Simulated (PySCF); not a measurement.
Input for PySCF: R-M06-2X/6-31G* on H2 (SMILES [H][H]).

```python
from pyscf import gto, scf, dft, mp
from pyscf.data.elements import chemcore

mol = gto.M(
    atom='''
    H    -0.39781017   -0.77197386   -0.13853253
    H    -0.31462272   -0.32971041    0.45481437
    ''',
    basis='6-31g*',
    cart=True,
    charge=0, spin=0, verbose=3, max_memory=1800)
mf = dft.RKS(mol, xc='m062x')
mf.conv_tol = 1e-8
mf.max_cycle = 100
mf.kernel()
if not mf.converged:
    mf = mf.newton().run(mf.mo_coeff, mf.mo_occ)
```

**Question.** Give the final energy of this run.

**Answer.** -1.1637 hartree.
